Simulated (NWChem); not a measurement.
Species: SnBrF$_{3}$; SMILES [F][Sn]([F])([F])[Br]

Results from NWChem. All runs use the structure optimised with PBE0/def2-SVP. def2 effective core potentials on Sn; no spin-orbit coupling. Level PBE/def2-SVP: energy and gradient on several grids; changes count from the extra-fine grid, which is no exact limit either.

| grid | size of the energy change (μHa) | largest change of a gradient component (μHa/bohr) |
|---|---|---|
| xcoarse | 4000 | 3000 |
| coarse | 200 | 800 |
| medium | < 10 | 100 |
| fine | < 10 | < 30 |
| xfine | < 10 | < 30 |
